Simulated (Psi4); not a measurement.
CH₃Br₂FOSn (SMILES C[O][Sn]([F])([Br])[Br]), singlet, at a GFN2-xTB geometry (such geometries of metal compounds can be far from the true shape) (core potentials on Sn); CAM-B3LYP/def2-TZVPPD in Psi4 1.11.

Input for Psi4:
```
memory 2 GB

molecule mol {
0 1
C    -3.242525    0.492954   -0.458249
O    -1.995704    1.034678   -0.176802
Sn   -0.232129   -0.009454   -0.282724
F    -0.398397   -1.118901   -1.969477
Br    1.664452    1.604856   -0.531346
Br    0.089820   -1.658053    1.606016
H    -3.305108    0.074436   -1.465655
H    -3.554826   -0.251485    0.279205
H    -3.926746    1.346588   -0.401578
}

set {
  basis def2-tzvppd
  reference rks
}

energy('cam-b3lyp')
print_variables()
```

What the program printed (banner, timings and long lists left out):

```
   => Loading Basis Set <=

    Name: DEF2-TZVPPD
    Role: ORBITAL
    Keyword: BASIS

    !!!  WARNING: ECP capability is in beta. Please check occupations closely.  !!!

         ---------------------------------------------------------
                                   SCF
               by Justin Turney, Rob Parrish, Andy Simmonett
                          and Daniel G. A. Smith
                              RKS Reference
         ---------------------------------------------------------

  ==> Geometry <==

    Molecular point group: c1
    Full point group: C1

    Geometry (in Angstrom), charge = 0, multiplicity = 1:

       Center              X                  Y                   Z               Mass
    ------------   -----------------  -----------------  -----------------  -----------------
         C           -3.307634609746     0.501940515993    -0.469134079387    12.000000000000
         O           -2.060813609746     1.043664515993    -0.187687079387    15.994914619570
         SN          -0.297238609746    -0.000467484007    -0.293609079387   119.902201630000
         F           -0.463506609746    -1.109914484007    -1.980362079387    18.998403162730
         BR           1.599342390254     1.613842515993    -0.542231079387    78.918337600000
         BR           0.024710390254    -1.649066484007     1.595130920613    78.918337600000
         H           -3.370217609746     0.083422515993    -1.476540079387     1.007825032230
         H           -3.619935609746    -0.242498484007     0.268319920613     1.007825032230
         H           -3.991855609746     1.355574515993    -0.412463079387     1.007825032230

  Running in c1 symmetry.

  Rotational constants: A =      0.03195  B =      0.02046  C =      0.01502 [cm^-1]
  Rotational constants: A =    957.76387  B =    613.49947  C =    450.24989 [MHz]
  Nuclear repulsion =  903.382059015609229

  Charge       = 0
  Multiplicity = 1
  Electrons    = 118
  Nalpha       = 59
  Nbeta        = 59

  ==> Algorithm <==

  SCF Algorithm Type is DF.
  DIIS enabled.
  MOM disabled.
  Fractional occupation disabled.
  Guess Type is SAD.
  Energy threshold   = 1.00e-06
  Density threshold  = 1.00e-06
  Integral threshold = 1.00e-12

  ==> Primary Basis <==

  Basis Set: DEF2-TZVPPD
    Blend: DEF2-TZVPPD
    Number of shells: 118
    Number of basis functions: 338
    Number of Cartesian functions: 385
    Spherical Harmonics?: true
    Max angular momentum: 3

  Core potential: DEF2-TZVPPD
[...]
   @DF-RKS iter   4: -5577.97328034327802   -8.10334e-02   1.24657e-04 DIIS/ADIIS
   @DF-RKS iter   5: -5577.97370456156659   -4.24218e-04   7.68466e-05 DIIS
   @DF-RKS iter   6: -5577.97389109167034   -1.86530e-04   2.64689e-05 DIIS
   @DF-RKS iter   7: -5577.97392076995220   -2.96783e-05   6.43547e-06 DIIS
   @DF-RKS iter   8: -5577.97392326459612   -2.49464e-06   1.73347e-06 DIIS
   @DF-RKS iter   9: -5577.97392363026120   -3.65665e-07   5.77386e-07 DIIS
  Energy and wave function converged.

  ==> Post-Iterations <==

   Electrons on quadrature grid:
      Ntotal   =  117.9999688994 ; deviation = -3.110e-05

    Orbital Energies [Eh]
    ---------------------

    Doubly Occupied:

[...]
    Virtual:

[...]
    Final Occupation by Irrep:
              A
    DOCC [    59 ]
    NA   [    59 ]
    NB   [    59 ]

  @DF-RKS Final Energy: -5577.97392363026120

   => Energetics <=

    Nuclear Repulsion Energy =            903.3820590156092294
    One-Electron Energy =               -9638.7751571837779920
    Two-Electron Energy =                3332.3950908340921160
    DFT Exchange-Correlation Energy =    -174.9759162961838967
    Empirical Dispersion Energy =           0.0000000000000000
    VV10 Nonlocal Energy =                  0.0000000000000000
    Total Energy =                      -5577.9739236302611971

Computation Completed

Properties will be evaluated at   0.000000,   0.000000,   0.000000 [a0]

Properties computed using the SCF density matrix

 Multipole Moments:

 ------------------------------------------------------------------------------------
     Multipole            Electronic (a.u.)      Nuclear  (a.u.)        Total (a.u.)
 ------------------------------------------------------------------------------------

 L = 1.  Multiply by 2.5417464519 to convert [e a0] to [Debye]
 Dipole X            :          1.9654092           -2.2360883           -0.2706790
 Dipole Y            :         -2.2674439            2.5040834            0.2366396
 Dipole Z            :        -12.0324673           12.5323833            0.4999160
 Magnitude           :                                                    0.6157771

 ------------------------------------------------------------------------------------

  Variable Map:
  ----------------------------------------------------------------------------
[...]
  Array Variable Map:
  ----------------------------------------------------------------------------
[...]
[...]
```
